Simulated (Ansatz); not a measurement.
Relaxation of the cluster Zr₄O₁₀H₄ with RKS PBE-D4/def2-SVP.

```sh
$ ansatz run in.yaml --threads 4 --pin off --events-out ev --progress --plain --max-ram 6963MiB
```

```yaml
crystal:
  periodic: [false, false, false]
  atoms:
    - {symbol: Zr, position_ang: [-1.160650, -0.844670, -0.919210]}
    - {symbol: Zr, position_ang: [-1.522200, 2.276290, 0.346650]}
    - {symbol: Zr, position_ang: [1.728060, -1.894100, 0.189040]}
    - {symbol: Zr, position_ang: [1.379880, 1.056750, -0.189590]}
    - {symbol: O, position_ang: [2.794340, -3.026290, 1.239180]}
    - {symbol: O, position_ang: [0.887990, 2.995680, -0.171320]}
    - {symbol: O, position_ang: [0.475040, -2.212430, -1.352410]}
    - {symbol: O, position_ang: [0.713980, -0.407550, 0.995090]}
    - {symbol: O, position_ang: [-2.675500, 0.719260, -0.503450]}
    - {symbol: O, position_ang: [-1.996000, 0.130630, 0.674690]}
    - {symbol: O, position_ang: [-0.285280, -2.646100, -0.132540]}
    - {symbol: O, position_ang: [2.649900, -0.375860, -0.629630]}
    - {symbol: O, position_ang: [0.596700, 2.343680, 1.131650]}
    - {symbol: O, position_ang: [-0.093400, 0.740640, -1.384390]}
    - {symbol: H, position_ang: [3.226650, -3.735730, 1.726940]}
    - {symbol: H, position_ang: [-2.235760, 2.797790, 2.067120]}
    - {symbol: H, position_ang: [-2.286400, -1.547140, -2.221080]}
    - {symbol: H, position_ang: [-2.197380, 3.629140, -0.866740]}
basis:
  gaussian: {orbitals: def2-SVP}
hamiltonian: {xc: pbe, dispersion: d4}
scf: {lower_state_search: "off"}
output: {orbitals: {seedname: orbitals}}
relax: {f_tol: 0.03, max_steps: 70}
```

It took 58 s on 4 threads of Intel Xeon Platinum 8488C on a shared host, peak host memory 0.68 GiB.

Positions (Å) and forces (eV/Å) at steps 1, 2, 3, 4, 5, 6, 7, 8, 9, 10, 12 of 12:

```xyz
18
step=1 energy=-25635.4138 eV
Zr   -1.161   -0.845   -0.919   -0.020   -0.822   -0.397
Zr   -1.522    2.276    0.347    0.721    0.448    0.336
Zr    1.728   -1.894    0.189    0.377    0.820    0.644
Zr    1.380    1.057   -0.190    2.592   -2.012   -0.724
O     2.794   -3.026    1.239    1.065   -1.313    1.123
O     0.888    2.996   -0.171   -1.158    2.185    0.123
O     0.475   -2.212   -1.352   -1.048   -0.348   -1.636
O     0.714   -0.408    0.995   -0.598    0.080    0.439
O    -2.675    0.719   -0.503   -0.615    0.518   -0.334
O    -1.996    0.131    0.675   -0.075    0.549    1.120
O    -0.285   -2.646   -0.133   -0.459   -0.378   -0.062
O     2.650   -0.376   -0.630    1.353   -0.192   -0.724
O     0.597    2.344    1.132   -1.619    1.020    1.190
O    -0.093    0.741   -1.384   -0.950    0.239   -0.738
H     3.227   -3.736    1.727    0.184   -0.110    0.128
H    -2.236    2.798    2.067    0.177   -0.146   -0.747
H    -2.286   -1.547   -2.221   -0.107    0.063   -0.099
H    -2.197    3.629   -0.867    0.180   -0.602    0.358
18
step=2 energy=-25636.1377 eV
Zr   -1.202   -0.841   -0.899   -0.058    0.005   -0.046
Zr   -1.479    2.309    0.357    1.218   -1.193   -0.380
Zr    1.764   -1.897    0.196    0.039   -0.089    0.206
Zr    1.450    1.064   -0.212    0.111   -0.583   -0.222
O     2.841   -3.083    1.287   -0.041   -0.051    0.013
O     0.780    3.066   -0.120   -0.632    0.542    0.019
O     0.433   -2.216   -1.402   -0.171    0.097   -0.312
O     0.717   -0.395    0.979    0.421   -0.006   -0.228
O    -2.707    0.784   -0.466   -0.236   -0.018   -0.287
O    -2.016    0.205    0.724    0.113    0.045    0.352
O    -0.296   -2.666   -0.165   -0.046   -0.042    0.043
O     2.750   -0.397   -0.667   -0.089    0.011    0.090
O     0.530    2.353    1.166   -0.063    0.004    0.332
O    -0.120    0.758   -1.368    0.262    0.038    0.019
H     3.281   -3.795    1.767    0.100   -0.043    0.078
H    -2.221    2.792    1.873   -0.566    0.503    1.052
H    -2.335   -1.498   -2.244    0.008    0.107    0.095
H    -2.168    3.457   -0.806   -0.369    0.671   -0.823
18
step=3 energy=-25636.3744 eV
Zr   -1.197   -0.828   -0.878   -0.151   -0.056   -0.161
Zr   -1.484    2.279    0.356    0.375    0.000   -0.030
Zr    1.797   -1.943    0.187   -0.066    0.376   -0.018
Zr    1.471    1.070   -0.208    0.016   -0.712    0.056
O     2.879   -3.133    1.284   -0.147    0.042   -0.101
O     0.687    3.082   -0.076   -0.537    0.091    0.083
O     0.431   -2.197   -1.425   -0.044    0.090   -0.099
O     0.792   -0.418    0.971   -0.006    0.054    0.004
O    -2.738    0.755   -0.440    0.083   -0.052   -0.142
O    -2.028    0.199    0.758    0.246    0.032    0.198
O    -0.283   -2.672   -0.187    0.006   -0.001    0.059
O     2.765   -0.409   -0.649    0.008    0.027   -0.106
O     0.507    2.327    1.203    0.099   -0.181    0.062
O    -0.094    0.755   -1.364    0.133   -0.017    0.148
H     3.336   -3.838    1.763    0.054    0.022    0.031
H    -2.297    2.934    1.860   -0.180    0.236    0.216
H    -2.408   -1.363   -2.202    0.133   -0.023    0.066
H    -2.134    3.399   -0.953   -0.023    0.073   -0.269
18
step=4 energy=-25636.5089 eV
Zr   -1.205   -0.823   -0.862   -0.037   -0.008   -0.154
Zr   -1.483    2.285    0.397   -0.199    0.540   -0.042
Zr    1.795   -1.939    0.165   -0.002   -0.107   -0.055
Zr    1.475    1.046   -0.189   -0.238   -0.085    0.032
O     2.879   -3.138    1.254   -0.149    0.051   -0.114
O     0.594    3.066   -0.020   -0.302   -0.088    0.179
O     0.412   -2.174   -1.453    0.061    0.056    0.069
O     0.803   -0.434    0.985    0.088   -0.006   -0.023
O    -2.731    0.748   -0.394    0.127   -0.078   -0.024
O    -1.995    0.208    0.803    0.152    0.027    0.105
O    -0.282   -2.673   -0.209    0.040    0.023    0.042
O     2.775   -0.412   -0.669   -0.155    0.070    0.017
O     0.503    2.276    1.255    0.144   -0.137   -0.093
O    -0.086    0.749   -1.344    0.174   -0.092    0.092
H     3.355   -3.837    1.726    0.007    0.078   -0.013
H    -2.370    3.115    1.847    0.092   -0.014   -0.251
H    -2.380   -1.371   -2.202    0.018    0.004    0.045
H    -2.059    3.308   -1.092    0.177   -0.236    0.188
18
step=5 energy=-25636.5928 eV
Zr   -1.204   -0.827   -0.858   -0.070    0.190   -0.002
Zr   -1.497    2.300    0.440   -0.346    0.403   -0.215
Zr    1.796   -1.947    0.143    0.005    0.040   -0.082
Zr    1.460    1.044   -0.168   -0.255   -0.053   -0.001
O     2.883   -3.143    1.225   -0.068   -0.032   -0.054
O     0.510    3.065    0.047    0.008   -0.138    0.181
O     0.408   -2.167   -1.473    0.041   -0.005    0.070
O     0.815   -0.452    0.991    0.023   -0.052    0.041
O    -2.711    0.737   -0.357    0.122   -0.093    0.080
O    -1.950    0.213    0.837    0.060   -0.011    0.002
O    -0.275   -2.681   -0.227    0.040    0.010    0.014
O     2.758   -0.402   -0.678   -0.084    0.065   -0.005
O     0.483    2.236    1.307    0.104   -0.040   -0.105
O    -0.080    0.739   -1.336    0.200   -0.108    0.022
H     3.380   -3.830    1.693   -0.011    0.094   -0.028
H    -2.435    3.269    1.770    0.097   -0.059   -0.220
H    -2.411   -1.347   -2.176    0.013   -0.020    0.010
H    -1.931    3.191   -1.177    0.122   -0.191    0.292
18
step=6 energy=-25636.6346 eV
Zr   -1.204   -0.821   -0.848   -0.004   -0.009    0.040
Zr   -1.512    2.310    0.459   -0.253    0.331   -0.014
Zr    1.797   -1.947    0.120    0.013   -0.053   -0.069
Zr    1.440    1.033   -0.148   -0.048    0.117    0.028
O     2.887   -3.144    1.192   -0.008   -0.078   -0.017
O     0.477    3.054    0.107    0.159   -0.145    0.096
O     0.399   -2.163   -1.484    0.010   -0.034    0.055
O     0.817   -0.475    1.005    0.019   -0.020   -0.011
O    -2.705    0.720   -0.317    0.071   -0.073    0.035
O    -1.915    0.215    0.869   -0.028    0.003   -0.047
O    -0.272   -2.681   -0.232    0.008    0.015   -0.018
O     2.746   -0.390   -0.689   -0.054    0.052    0.035
O     0.461    2.194    1.349   -0.019    0.065   -0.084
O    -0.061    0.720   -1.346    0.022   -0.027   -0.011
H     3.400   -3.822    1.655   -0.007    0.076   -0.021
H    -2.488    3.407    1.645    0.084   -0.113   -0.106
H    -2.410   -1.360   -2.160   -0.019    0.012    0.007
H    -1.857    3.148   -1.178    0.055   -0.120    0.103
18
step=7 energy=-25636.6438 eV
Zr   -1.203   -0.814   -0.833   -0.003    0.042    0.030
Zr   -1.528    2.344    0.462   -0.034   -0.209   -0.156
Zr    1.795   -1.947    0.103    0.028    0.055   -0.014
Zr    1.426    1.040   -0.122    0.015    0.005    0.005
O     2.892   -3.148    1.160    0.008   -0.081   -0.016
O     0.481    3.056    0.146    0.104   -0.073    0.067
O     0.388   -2.167   -1.485   -0.014   -0.030    0.015
O     0.817   -0.487    1.013   -0.030   -0.010    0.008
O    -2.695    0.726   -0.304    0.043    0.000    0.089
O    -1.900    0.239    0.884   -0.044    0.095   -0.014
O    -0.275   -2.680   -0.227   -0.006   -0.007   -0.028
O     2.733   -0.369   -0.682    0.036   -0.002   -0.011
O     0.435    2.187    1.379   -0.114    0.110   -0.056
O    -0.052    0.716   -1.341   -0.001   -0.020    0.005
H     3.419   -3.817    1.619    0.008    0.045   -0.003
H    -2.530    3.428    1.616    0.013    0.016   -0.050
H    -2.434   -1.327   -2.133    0.008   -0.009    0.004
H    -1.768    3.019   -1.254   -0.015    0.072    0.126
18
step=8 energy=-25636.6251 eV rejected
Zr   -1.166   -0.822   -0.700   -0.544    0.231   -0.119
Zr   -1.537    2.367    0.381   -0.198   -0.115    0.086
Zr    1.800   -1.950    0.111    0.086   -0.242   -0.172
Zr    1.415    1.041   -0.049   -0.239    0.230   -0.305
O     2.910   -3.243    1.044   -0.193    0.270   -0.128
O     0.511    3.055    0.188    0.133    0.021   -0.052
O     0.400   -2.142   -1.461    0.069   -0.090    0.024
O     0.724   -0.520    0.994    0.241   -0.101    0.182
O    -2.716    0.723   -0.316    0.057   -0.063    0.010
O    -1.971    0.302    0.922    0.060    0.103    0.014
O    -0.251   -2.731   -0.232    0.141   -0.043   -0.025
O     2.728   -0.352   -0.653   -0.116   -0.049    0.312
O     0.352    2.195    1.407    0.092   -0.035    0.069
O    -0.084    0.744   -1.255    0.285    0.099    0.008
H     3.497   -3.855    1.496    0.183   -0.196    0.140
H    -2.541    3.500    1.478   -0.030    0.039   -0.021
H    -2.346   -1.375   -2.027   -0.026   -0.078   -0.017
H    -1.725    3.063   -1.329   -0.002    0.019   -0.005
18
step=9 energy=-25636.6583 eV
Zr   -1.203   -0.816   -0.793    0.097   -0.043   -0.008
Zr   -1.533    2.347    0.428    0.007    0.055    0.056
Zr    1.802   -1.959    0.096   -0.011    0.158    0.016
Zr    1.421    1.041   -0.097    0.037   -0.131    0.050
O     2.903   -3.185    1.119   -0.028   -0.006   -0.037
O     0.502    3.052    0.158    0.022   -0.021    0.029
O     0.389   -2.161   -1.481   -0.037   -0.005    0.007
O     0.801   -0.508    1.009   -0.061    0.000    0.030
O    -2.708    0.721   -0.300   -0.009   -0.025   -0.014
O    -1.919    0.264    0.900   -0.015    0.013   -0.007
O    -0.268   -2.697   -0.231   -0.009    0.014   -0.030
O     2.739   -0.362   -0.651    0.047   -0.002   -0.059
O     0.400    2.192    1.389   -0.028    0.028   -0.046
O    -0.059    0.719   -1.315   -0.050   -0.005   -0.008
H     3.454   -3.830    1.582    0.044   -0.022    0.031
H    -2.537    3.462    1.549    0.005   -0.007   -0.026
H    -2.411   -1.358   -2.102   -0.011    0.004    0.012
H    -1.773    3.079   -1.260   -0.001   -0.005    0.003
18
step=10 energy=-25636.6615 eV
Zr   -1.204   -0.819   -0.777   -0.009   -0.005    0.001
Zr   -1.536    2.358    0.421    0.002   -0.012   -0.014
Zr    1.803   -1.960    0.098   -0.066   -0.032   -0.054
Zr    1.417    1.029   -0.075   -0.072    0.078   -0.024
O     2.914   -3.206    1.086   -0.008    0.003   -0.003
O     0.513    3.049    0.178    0.010   -0.044   -0.023
O     0.385   -2.156   -1.481    0.027    0.009    0.013
O     0.790   -0.522    1.019   -0.015    0.003    0.039
O    -2.713    0.727   -0.308    0.031   -0.001    0.000
O    -1.934    0.280    0.901    0.009   -0.015    0.002
O    -0.269   -2.706   -0.238    0.016    0.011    0.019
O     2.738   -0.364   -0.644    0.022   -0.010    0.004
O     0.382    2.187    1.401    0.009   -0.014    0.012
O    -0.062    0.718   -1.298    0.029    0.021    0.024
H     3.493   -3.817    1.562    0.011   -0.002    0.000
H    -2.552    3.493    1.507   -0.001    0.002   -0.001
H    -2.418   -1.367   -2.079    0.005    0.003    0.006
H    -1.748    3.075   -1.275    0.000    0.005   -0.003
18
step=12 energy=-25636.6622 eV
Zr   -1.203   -0.819   -0.772    0.003    0.005    0.004
Zr   -1.536    2.359    0.416   -0.003    0.001   -0.001
Zr    1.799   -1.961    0.099    0.004    0.014   -0.001
Zr    1.414    1.031   -0.068    0.000   -0.013   -0.003
O     2.915   -3.211    1.077   -0.007   -0.003    0.003
O     0.515    3.045    0.178   -0.003    0.013   -0.003
O     0.386   -2.155   -1.479   -0.003   -0.003   -0.010
O     0.783   -0.524    1.024    0.007    0.007    0.008
O    -2.710    0.725   -0.308   -0.005    0.004   -0.005
O    -1.933    0.282    0.904    0.002   -0.004    0.004
O    -0.268   -2.706   -0.236   -0.002   -0.010   -0.001
O     2.737   -0.362   -0.636   -0.001   -0.008    0.006
O     0.377    2.190    1.405    0.004   -0.004    0.008
O    -0.063    0.720   -1.293    0.000    0.004   -0.003
H     3.501   -3.820    1.547    0.007    0.000   -0.002
H    -2.555    3.498    1.495   -0.001    0.001   -0.001
H    -2.416   -1.368   -2.073   -0.002   -0.002   -0.002
H    -1.743    3.074   -1.282    0.000   -0.001    0.000
```

In the def2 sets Zr takes a core potential; there is no spin–orbit coupling. The structure holds 3 bonds between oxygen atoms, so isomers without such links may lie far lower. The structure comes from a short search, and lower isomers may exist.
